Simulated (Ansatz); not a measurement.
`OC([SiH3])Br` and `[SiH3]C(Cl)Br` differ in one atom or group.

Ansatz, PBE0-D4/def2-TZVP geometries, multiplicity 1. Each molecule was computed in one conformer, which needn't be the lowest.

Scalar relativity is left out up to krypton.

```csv
property,`OC([SiH3])Br`
HOMO energy (ωB97M-V/def2-TZVPP) / eV,-10.05
LUMO energy (PBE0/def2-TZVPP) / eV,-0.52
size of the dipole moment (PBE/def2-TZVPP) / D,1.88
size of the dipole moment (ωB97M-V/def2-TZVPP) / D,1.89
size of the dipole moment (B3LYP/def2-TZVPP) / D,1.90
HOMO energy (B3LYP/def2-TZVPP) / eV,-7.58
```

Q: Give the same properties after the change, and the shifts. (Best estimate.)

A: Computed: 
```
                                          property  `[SiH3]C(Cl)Br`  shift
             HOMO energy (ωB97M-V/def2-TZVPP) / eV           -10.25  -0.20
                LUMO energy (PBE0/def2-TZVPP) / eV            -0.97  -0.45
    size of the dipole moment (PBE/def2-TZVPP) / D             1.36  -0.52
size of the dipole moment (ωB97M-V/def2-TZVPP) / D             1.49  -0.40
  size of the dipole moment (B3LYP/def2-TZVPP) / D             1.48  -0.42
               HOMO energy (B3LYP/def2-TZVPP) / eV            -7.80  -0.22
```

With PBE0 the HOMO falls by 0.22 eV and the LUMO falls by 0.45 eV, so the gap narrows by about 0.23 eV. PBE moves the HOMO by -0.22 eV and ωB97M-V by -0.20 eV. Dipoles are sizes alone; their direction can turn.

B3LYP here is the variant with VWN-RPA as its local correlation; programs differ in this.

Spin–orbit coupling is left out; it splits and shifts lone-pair levels of the heavy atoms by tenths of an eV.
